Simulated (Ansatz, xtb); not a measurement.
Breaking the Sn1–H2 bond in H2Sn (SMILES [SnH2]) (multiplicity 1 held, fragments rigid). Energies count from the point at 1.780 Å.
Geometry at that point (charge 0, multiplicity 1):
```xyz
3

Sn     0.0066    -0.0006     0.0477
H     -0.1750    -1.2509    -1.2068
H     -0.1544     1.2789    -1.1799
```

Restricted levels (R-, RO-) in cc, def2 and unpolarised 6-31G sets keep to the state of the molecule at rest. Active spaces are followed from a long bond inwards. Full CI gives the lowest state of the spin. Left out are points that failed, MP2 points in a non-variational dive below the minimum, coupled-cluster points behind a sign of a changed root (a jump of the amplitudes, or a one-step jump against full CI or MRCI), small-basis points behind a change of solution, and semi-empirical points at long bonds. Levels need not reach the same state.

Frozen-core correlation. Filled d and f shells under p-block atoms count as core.

Codes used: Ansatz (Gaussian orbitals); xtb for the GFN methods. Each number belongs to the level named beside it. In def2 rows elements past Kr take small-core potentials, without spin–orbit coupling. The GFN methods have no spin term and hold the electronic entropy of 300 K.

Energies in kcal/mol.

```json
[
 {"R (Å)": "1.424", "GFN2-xTB": "24.8", "R-MP2/def2-SVP": "27.2", "R-SCS-MP2/def2-SVP": "27.4", "CASSCF(2,2)/def2-SVP": "29.3", "FCI/def2-SVP": "27.9"},
 {"R (Å)": "1.602", "GFN2-xTB": "4.6", "R-MP2/def2-SVP": "5.0", "R-SCS-MP2/def2-SVP": "5.1", "CASSCF(2,2)/def2-SVP": "6.2", "FCI/def2-SVP": "5.5"},
 {"R (Å)": "1.780", "GFN2-xTB": "0.0", "R-MP2/def2-SVP": "0.0", "R-SCS-MP2/def2-SVP": "0.0", "CASSCF(2,2)/def2-SVP": "0.0", "FCI/def2-SVP": "0.0"},
 {"R (Å)": "1.959", "GFN2-xTB": "1.6", "R-MP2/def2-SVP": "3.7", "R-SCS-MP2/def2-SVP": "3.6", "CASSCF(2,2)/def2-SVP": "2.2", "FCI/def2-SVP": "3.0"},
 {"R (Å)": "2.137", "GFN2-xTB": "6.2", "R-MP2/def2-SVP": "11.6", "R-SCS-MP2/def2-SVP": "11.3", "CASSCF(2,2)/def2-SVP": "8.2", "FCI/def2-SVP": "9.9"},
 {"R (Å)": "2.404", "GFN2-xTB": "16.3", "R-MP2/def2-SVP": "26.2", "R-SCS-MP2/def2-SVP": "25.7", "CASSCF(2,2)/def2-SVP": "19.6", "FCI/def2-SVP": "22.5"},
 {"R (Å)": "2.671", "GFN2-xTB": "27.7", "R-MP2/def2-SVP": "40.9", "R-SCS-MP2/def2-SVP": "40.1", "CASSCF(2,2)/def2-SVP": "30.7", "FCI/def2-SVP": "34.3"},
 {"R (Å)": "3.116", "GFN2-xTB": "45.1", "R-MP2/def2-SVP": "62.0", "R-SCS-MP2/def2-SVP": "60.5", "CASSCF(2,2)/def2-SVP": "44.4", "FCI/def2-SVP": "48.7"},
 {"R (Å)": "3.561", "GFN2-xTB": "60.9", "R-MP2/def2-SVP": "77.5", "R-SCS-MP2/def2-SVP": "75.2", "CASSCF(2,2)/def2-SVP": "51.8", "FCI/def2-SVP": "56.4"},
 {"R (Å)": "4.095", "GFN2-xTB": "79.5", "R-MP2/def2-SVP": "88.8", "R-SCS-MP2/def2-SVP": "85.2", "CASSCF(2,2)/def2-SVP": "55.2", "FCI/def2-SVP": "60.1"},
 {"R (Å)": "4.807", "GFN2-xTB": "89.1", "R-MP2/def2-SVP": "93.3", "R-SCS-MP2/def2-SVP": "87.1", "CASSCF(2,2)/def2-SVP": "56.4", "FCI/def2-SVP": "61.3"},
 {"R (Å)": "5.697", "GFN2-xTB": "left out", "R-MP2/def2-SVP": "86.7", "R-SCS-MP2/def2-SVP": "76.7", "CASSCF(2,2)/def2-SVP": "56.6", "FCI/def2-SVP": "61.6"}
]
```

Doubts at one or more of the structures used: a restricted determinant that unrestricted orbitals would lower (R-MP2/def2-SVP, R-SCS-MP2/def2-SVP).

Ansatz is a quantum-chemistry and plane-wave program.
